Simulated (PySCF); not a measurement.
C10H8SSe, SMILES [se]1cccc1Sc1ccccc1 (GFN2-xTB optimised geometry):

```
20

C     -0.695    -2.915     0.000
C     -1.386    -1.714     0.015
C     -0.699    -0.514     0.026
C      0.688    -0.520     0.002
S      1.620     0.996     0.028
C      0.616     2.043    -0.962
C      0.396     3.363    -0.712
C     -0.364     4.030    -1.702
C     -0.747     3.255    -2.748
Se    -0.130     1.508    -2.610
C      1.386    -1.720     0.000
C      0.690    -2.915     0.000
H     -1.236    -3.848    -0.007
H     -2.465    -1.708     0.028
H     -1.240     0.423     0.061
H      0.758     3.848     0.178
H     -0.630     5.070    -1.617
H     -1.341     3.559    -3.591
H      2.465    -1.707    -0.005
H      1.233    -3.848    -0.006
```

Computed with PBE0/def2-SVP run with PySCF.

What are the frontier orbital energies and the dipole moment?

HOMO-2 -7.34 eV, HOMO-1 -6.98 eV, HOMO -5.90 eV, LUMO -0.91 eV, LUMO+1 -0.41 eV; dipole moment 1.30 D.

Meta-Löwdin charges at PBE0/def2-SVP: C1 -0.11, C2 -0.10, C3 -0.11, C4 -0.07, S5 0.12, C6 -0.22, C7 -0.14, C8 -0.13, C9 -0.25, Se10 0.30, C11 -0.12, C12 -0.10, H13 0.11, H14 0.11, H15 0.12, H16 0.12, H17 0.12, H18 0.13, H19 0.11, H20 0.11.
